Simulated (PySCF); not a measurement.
CH₃Br₂In, SMILES [CH3][In]([Br])[Br].

Geometry optimised at B3LYP-D3(BJ)/def2-SVP. The structure was generated by enumeration; whether it is a known compound was not checked. The def2 effective core potentials stand for the cores of In; spin–orbit coupling is left out.

Computed with PBE/def2-TZVP run with PySCF.

Isolated molecule, no solvent.

```yaml
total_energy: -5377.66041 hartree
highest_occupied_level: -6.89 eV
lowest_empty_level: -2.87 eV
orbital_gap: 4.01 eV
dipole_moment: 3.42 D
quadrupole, principal values (traceless, Buckingham form, about the centre of nuclear charge): -9.50, 4.65, 4.85 D·Å
mean_static_polarisability: 96.2 bohr³ (14.26 Å³)
polarisability_principal_values: 64.0, 108.8, 115.8 bohr³
```
